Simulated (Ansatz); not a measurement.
Mulliken charges of `N#C[Si](C#N)C#N` radical from r2SCAN/def2-TZVPP in Ansatz (PBE0-D4/def2-TZVP geometry).

| atom | x (Å) | y (Å) | z (Å) | charge (e) |
| --- | --- | --- | --- | --- |
| N1 | 1.867 | -2.126 | 0.508 | -0.025 |
| C2 | 1.247 | -1.179 | 0.283 | -0.136 |
| Si3 | 0.419 | 0.392 | -0.084 | 0.482 |
| C4 | -0.543 | 0.283 | -1.618 | -0.136 |
| N5 | -1.091 | 0.290 | -2.633 | -0.025 |
| C6 | -0.620 | 0.924 | 1.304 | -0.136 |
| N7 | -1.218 | 1.349 | 2.194 | -0.025 |

Question: By hand: the dipole of these point charges (1 e Å = 4.8032 D).

Answer: Σ q r = (0.202, 0.197, -0.038) e Å, of length 0.285 e Å = 1.37 D.

Question: How does the dipole of the full density compare? (An estimate is asked.)

Answer: Computed: (0.299, 0.292, -0.057) e Å, 2.03 D; the point charges give 0.67 times that, at 0° from its direction.

Point charges leave out the atoms' own dipoles, such as those of lone pairs, and Mulliken's split depends on the basis, so the two needn't agree.
